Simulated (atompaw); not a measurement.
# What one change does to a pseudopotential (K, PAW (atompaw))

K (Z = 19), PAW, made with atompaw 4.2.0.5 (PBEsol, scalar-relativistic). Core [Ne], reference 3s2 3p6 4s0.75 4p0.25. Waves: 3s (bound): rc 2.10 bohr; 4s (bound): rc 1.90 bohr; 3p (bound): rc 2.25 bohr; 4p (bound): rc 2.40 bohr; 3d channel at 0.15 Ry: rc 1.95 bohr; 4f channel at 0.45 Ry: rc 2.40 bohr. Local part: bessel scheme, radius 1.55 bohr. Core correction: smooth core density matched at 1.40 bohr. Augmentation charge: sinc compensation charge, radius 2.40 bohr; PAW radius 2.40 bohr; waves and projectors: custom rrkj gramschmidtortho.

All-electron outer shells of the reference configuration (PBEsol, scalar-relativistic, ld1.x):

```json
{"shell": "2p", "level (eV)": "-280.29", "outermost node (bohr)": "–", "outermost maximum (bohr)": "0.26"}
{"shell": "3s", "level (eV)": "-35.65", "outermost node (bohr)": "0.48", "outermost maximum (bohr)": "1.08"}
{"shell": "3p", "level (eV)": "-19.18", "outermost node (bohr)": "0.45", "outermost maximum (bohr)": "1.15"}
{"shell": "4s", "level (eV)": "-2.47", "outermost node (bohr)": "1.58", "outermost maximum (bohr)": "4.18"}
{"shell": "4p", "level (eV)": "-0.96", "outermost node (bohr)": "1.87", "outermost maximum (bohr)": "5.79"}
```

Change: augmentation sinc compensation charge, radius 2.40 bohr; PAW radius 2.40 bohr; waves and projectors: custom polynom2 7 10 vanderbiltortho.

Cutoffs: the cutoffs (Ry, on a coarse ladder) from which the occupation-weighted sum of valence levels, in a spherical-Bessel basis at the reference potential, stays within 10 and 1 mRy of its value at 400 Ry; they do not see the model core or the augmentation charge, which bear on the density cutoff.

Task: What does the change do?

Result: The potential gets harder (15 Ry and 25 Ry → 18 Ry and 25 Ry); neither file shows a bound ghost.

| quantity | base | changed |
| --- | --- | --- |
| cutoff, loose | 15 Ry | 18 Ry |
| cutoff, tight | 25 Ry | 25 Ry |
| loose cutoff by channel (10 mRy a level) | s 10 Ry, p 12 Ry | s 8 Ry, p 10 Ry |
| bound ghosts | none | none |
| s: phases at 2.42 bohr within 0.05 rad from the reference energy up to (Ry; the scan ends near 5) | to the end of the scan | to the end of the scan |
| p: phases at 2.42 bohr within 0.05 rad from the reference energy up to (Ry; the scan ends near 5) | 1.1 | 1.0 |
| d: phases at 2.42 bohr within 0.05 rad from the reference energy up to (Ry; the scan ends near 5) | 1.9 | 1.5 |
| f: phases at 2.42 bohr within 0.05 rad from the reference energy up to (Ry; the scan ends near 5) | 2.2 | 1.4 |
| lowest overlap eigenvalue by channel | s 0.14, p 0.16, d 1.00, f 0.65 | s 0.44, p 0.63, d 1.00, f 1.00 |

 The cutoffs see the waves, projectors and local potential, not the compensation charge or the core.
